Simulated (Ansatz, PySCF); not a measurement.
Ligands exchanged one at a time, Ga Cl-SiH3. Isolated molecules, 0 K electronic values unless said otherwise. Strings in code marks are SMILES.

Quantity: redistribution energy (mixed species minus the weighted end members), in kcal/mol.

Level 1: frozen-core CCSD(T)/cc-pVTZ // ωB97X-D3(BJ)/def2-TZVP (Ansatz, an electronic-structure program)
Level 2: PBE-D3(BJ)/def2-TZVP // ωB97X-D3(BJ)/def2-TZVP (PySCF)
Level 3: ωB97X-D3(BJ)/def2-TZVP (PySCF)
Level 4: PBE/6-31G* // ωB97X-D3(BJ)/def2-TZVP (PySCF)

| species | level 2 | level 3 | level 4 |
|---|---|---|---|
| 2 of 3 Cl replaced by SiH3: `[SiH3][Ga]([SiH3])[Cl]` | -4.29 | -4.06 | -5.35 |
| 1 of 3 Cl replaced by SiH3: `[SiH3][Ga]([Cl])[Cl]` | -5.98 | -5.74 | -7.02 |

Problem. What does level 1 give for each?

Solution. 
- 2 of 3 Cl replaced by SiH3: `[SiH3][Ga]([SiH3])[Cl]`: -3.18
- 1 of 3 Cl replaced by SiH3: `[SiH3][Ga]([Cl])[Cl]`: -4.90
